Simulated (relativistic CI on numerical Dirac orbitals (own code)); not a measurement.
Radial Dirac CI calculation of Tb³⁺.

Command:

```sh
python run_levels.py task.json out
```

Input:

```
atom Tb  Z=65  charge=3  electrons=62
nucleus A=159  rms_radius_fm=5.0600
hamiltonian dirac-coulomb  breit=on  qed=off  c_scale=1.25
orbitals kli  potential=per-configuration
slater_scale 1
correlation none
mixing on
grid step=0.0125 r_max=50.3
scf mixing=0.4 start=green max_iterations=150 tolerance=2e-08 node_fill=0.05
configurations
  [Xe] 4f8
end
```

Output:

```
SCF 1: [Xe] 4f8
 iter      energy (Ha)   residual   last orbital (Ha)
    1    -11494.453062   2.71e+00     -3.72998
    2    -11520.857415   6.99e-01     -2.53788
    3    -11522.465870   2.15e-01     -2.27793
    4    -11522.664374   1.48e-01     -2.27824
    5    -11522.726450   1.66e-02     -2.24490
    6    -11522.731081   1.06e-02     -2.25619
    7    -11522.729260   1.58e-03     -2.26057
    8    -11522.728664   7.66e-04     -2.26123
    9    -11522.728852   1.02e-04     -2.26127
   10    -11522.728831   6.35e-06     -2.26128
   11    -11522.728832   4.56e-07     -2.26128
   12    -11522.728832   9.15e-08     -2.26128
   13    -11522.728832   3.28e-08     -2.26128
   14    -11522.728832   8.99e-09     -2.26128
orbital energies (Ha): 4p3/2 -11.4794  4d3/2 -7.1105  4d5/2 -6.9659  5s -3.0768  5p1/2 -2.3664  5p3/2 -2.2613  4f5/2 -1.7219  4f7/2 -1.7013
configuration averages (Ha): Dirac-Coulomb, Breit, QED
  4f8                         -11522.728832    6.832198    0.000000
levels: no., configuration, term, J, E (cm-1), weight
   1 4f8                    7F   6                0.0  0.98
   2 4f8                    7F   5             1264.2  0.99
   3 4f8                    7F   4             2174.4  0.99
   4 4f8                    7F   3             2855.6  0.98
   5 4f8                    7F   2             3344.2  0.98
   6 4f8                    7F   1             3661.6  0.98
   7 4f8                    7F   0             3817.9  0.98
   8 4f8                    5D   4            23453.1  0.97
   9 4f8                    5D   3            27133.8  0.97
  10 4f8                    5L   10           28772.8  0.98
  11 4f8                    5D   2            29205.3  0.93
  12 4f8                    5L   9            29676.1  0.98
  13 4f8                    5L   8            30297.8  0.98
  14 4f8                    5G   6            30377.6  0.84
lowest total energy -11516.259659 Ha
end: converged
```

Against the reference input this run has: speed of light × 1.25, QED terms off. The reference run ends at -11693.267496 Ha with Breit and QED terms. With a changed speed of light or nuclear radius the levels are not those of the real ion, and the QED model is not rescaled.

With so few configurations and no correlation, terms lie too far apart (by 10 to 50 % or more near neutrality), their order can be wrong, and levels of other configurations are missing.
